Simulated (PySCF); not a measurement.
**`CSCCS(=O)(=O)O` in a uniform electric field**

C3H8O3S2.
Geometry (GFN2-xTB, Å), atoms numbered from 1 in this order:
```
atom  x, y, z in Å
C1     1.9309   -0.5248    0.9597
S2     1.9305    1.1914    0.3817
C3     0.7346    1.1289   -0.9921
C4    -0.6996    1.2508   -0.5340
S5    -1.2724   -0.3321    0.1152
O6    -1.2199   -0.4018    1.5446
O7    -0.7022   -1.4045   -0.6335
O8    -2.8369   -0.1929   -0.2718
H9     2.7638   -0.6077    1.6514
H10    2.0788   -1.1880    0.1132
H11    0.9969   -0.7480    1.4638
H12    1.0040    1.9630   -1.6412
H13    0.8729    0.1888   -1.5260
H14   -1.3736    1.4553   -1.3605
H15   -0.8276    1.9798    0.2602
H16   -3.3877   -0.4817    0.4579
```

Level: PBE0/def2-SVPD (PySCF); nuclei fixed, core orbitals frozen in the response. Permanent dipole (-1.706, 1.551, -1.110) D (1 au = 2.5417 D). Static polarisability (au):

```
x   95.21  2.68  4.06
y    2.68 82.97 -5.40
z    4.06 -5.40 79.73
```

Only the terms in μ and α are kept: μ(F) = μ + αF and ΔE = −μ·F − ½ F·αF.

Problem. A field of 0.008 au (0.411 V/Å) is applied along each axis in both senses. Find the induced dipole, the size of the total dipole and the two energy terms.

Solution. 
```
field along  induced x (D)  induced y (D)  induced z (D)  total size (D)  −μ·F (kJ/mol)  −½F·αF (kJ/mol)
         +x          1.936          0.054          0.083           1.920        +14.098           -7.999
         −x         -1.936         -0.054         -0.083           4.114        -14.098           -7.999
         +y          0.054          1.687         -0.110           3.834        -12.817           -6.971
         −y         -0.054         -1.687          0.110           2.029        +12.817           -6.971
         +z          0.083         -0.110          1.621           2.230         +9.173           -6.699
         −z         -0.083          0.110         -1.621           3.663         -9.173           -6.699
```

Problem. For the field (0.0048, 0.0040, 0.0048) au, what is the induced dipole, and what angle does it make with the field?

Solution. αF = (1.238, 0.810, 0.967) D, at 6.9° to the field. The polarisability along this direction, F·αF/F², is 87.64 au, against a mean of 85.97 au.

Problem. At what field along the permanent dipole would the induced dipole along it equal the permanent one, in this linear picture?

Solution. The polarisability along the dipole is 90.82 au, so F = 1.0068 au / 90.82 au = 0.0111 au = 0.57 V/Å; higher-order terms are ignored.

Problem. What field makes μF equal to kT at 100 K?

Solution. kT = 0.3167 × 10⁻³ Eh, so F = 0.000315 au = 1.62 MV/cm.

Problem. A unit point charge sits 10 Å away. Estimate the induction energy −αe²/2R⁴ with the mean polarisability, treating the molecule as a point.

Solution. R = 18.90 bohr, so the energy is −86.0/(2 × 18.90⁴) Eh = -0.885 kJ/mol. The charge–dipole term at its most favourable orientation, −μe/R², is -7.4 kJ/mol.

The structure is a single GFN2-xTB conformer in the gas phase; no vibrational or solvent corrections.

These values come from a run that also computed excited states. Cost: about 2.4 min of CPU time on one thread (grids of density and orbitals included); the machine was shared, so the figure is rough.
